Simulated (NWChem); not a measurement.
**Correlation energy of Bi**

```
Bi
```
Charge 0, spin multiplicity 4.

Everything below was run with NWChem.

Basis set: def2-TZVP. Each correlation energy counts from its own Hartree-Fock reference.

Effective core potentials replace the inner electrons of Bi; spin-orbit coupling is left out. The correlated methods keep 4 core orbitals frozen. The stability of the SCF solutions was not checked. Open-shell Hartree-Fock references start from PBE0 orbitals. Coupled-cluster values serve here as a point of comparison, not as the truth.

**Question.** For the correlation energy, SCS-UMP2 gives -321.2 mHa and CCSD(T) on ROHF gives -353.3 mHa. What do CCSD on UHF, UMP2, CCSD(T) on UHF give?

**Answer.** CCSD on UHF: -343.7 mHa; UMP2: -369.9 mHa; CCSD(T) on UHF: -349.3 mHa.
